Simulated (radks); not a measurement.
Ir1.4+, 75.6 electrons, occupied as [He] 2s(up 1, down 0.6) 2p6 3s2 3p6 3d10 4s2 4p6 4d10 4f14 5s2 5p6 5d7 6s1 (fractional occupations, a model configuration). All-electron calculation, non-relativistic Kohn-Sham, PBEsol, spin-polarised, spherical densities, point nucleus; open shells are filled with parallel spins first (spin-orbit coupling, left out, can overturn this in heavy ions); relativity is left out, which matters for an element this heavy. Program: a radial shooting solver on a logarithmic mesh with Libxc functionals.

X-ray form factor f0, the Fourier transform of the density (f0(0) = 75.6):

sin(theta)/lambda (1/angstrom)  f0 (electrons)
0.05                                    74.691
0.1                                     72.229
0.15                                    68.803
0.2                                     64.975
0.25                                    61.109
0.3                                     57.398
0.4                                     50.738
0.5                                     45.148
0.6                                     40.443
0.8                                     32.767
1                                       26.659
1.25                                    21.032
1.5                                     17.414
2                                       13.527
